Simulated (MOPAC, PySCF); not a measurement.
C5H10, SMILES `C=CCCC` (C–C–C–C torsion -119°, C–C–C–C torsion -178°), neutral singlet in the gas phase. 

Cartesian coordinates (Å):
SMILES: CCCC=C
```xyz
15

C      2.6183     0.3619    -0.1259
C      1.5673    -0.4432    -0.0620
C      0.1883    -0.0948    -0.5096
C     -0.8358    -0.1597     0.6201
C     -2.2451     0.1531     0.1502
H      3.5953     0.0523     0.2265
H      2.5374     1.3636    -0.5376
H      1.6924    -1.4389     0.3619
H      0.1868     0.9063    -0.9537
H     -0.1226    -0.7894    -1.3011
H     -0.8087    -1.1572     1.0727
H     -0.5390     0.5398     1.4083
H     -2.5705    -0.5542    -0.6178
H     -2.3024     1.1563    -0.2813
H     -2.9618     0.1041     0.9729
```
Charge 0, multiplicity 1.

All levels are single points at this geometry (PBE0-D3(BJ)/def2-TZVP); Pople sets use spherical d functions. Orbital energies aren't observables, and empty levels follow the basis.

B3LYP/3-21G in PySCF gives gap (eV) = 7.74.

**Question.** Estimate the gap (eV) from each of these levels: PBE0-D3(BJ)/def2-TZVP in PySCF; B3LYP/6-31G* in PySCF; M06-2X/6-31G* in PySCF; PBE/6-31G* in PySCF; SVWN5/6-31G* in PySCF; HF/6-31G* in PySCF; PM3 in MOPAC; PM6 in MOPAC.

**Answer.** 
```tsv
level	gap (eV)
PBE0-D3(BJ)/def2-TZVP in PySCF	7.77
B3LYP/6-31G* in PySCF	7.57
M06-2X/6-31G* in PySCF	10.24
PBE/6-31G* in PySCF	5.78
SVWN5/6-31G* in PySCF	5.72
HF/6-31G* in PySCF	14.75
PM3 in MOPAC	11.36
PM6 in MOPAC	11.38
```
